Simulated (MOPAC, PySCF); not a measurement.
CH2O3, SMILES `O=C(O)O` (O–C–O–H torsion 0°, O–C–O–H torsion 0°), neutral singlet in the gas phase. 

Cartesian coordinates (Å):
SMILES: O=C(O)O
```xyz
6

O     -0.0047     1.3167    -0.1495
C     -0.0004     0.1219    -0.0138
O      1.0900    -0.6484     0.0827
O     -1.0853    -0.6581     0.0657
H      1.8537    -0.0578     0.0219
H     -1.8532    -0.0744    -0.0070
```
Charge 0, multiplicity 1.

All levels are single points at this geometry (B3LYP-D3(BJ)/def2-TZVP); Pople sets use spherical d functions. Orbital energies aren't observables, and empty levels follow the basis.

```
level                      HOMO (eV)  LUMO (eV)  gap (eV)  dipole (D)  vertical IE, Delta-SCF (eV)
-------------------------  ---------  ---------  --------  ----------  ---------------------------
M06-2X/def2-TZVP in PySCF     -10.58       1.21     11.79        0.18                            –
B3LYP/6-311+G** in PySCF       -8.63      -0.47      8.16        0.11                            –
B3LYP/6-31G* in PySCF          -8.03       1.08      9.10        0.07                        11.31
BP86/6-31G* in PySCF           -6.61       0.13      6.74        0.09                            –
M06-2X/6-31G* in PySCF        -10.17       2.44     12.61        0.00                            –
HF/STO-3G in PySCF             -9.57       8.98     18.55        0.42                            –
PM3 in MOPAC                  -12.01       1.16     13.17        0.39                            –
PM6 in MOPAC                  -12.33       0.22     12.55        0.18                            –
PM7 in MOPAC                  -12.14       0.66     12.80        0.14                            –
```
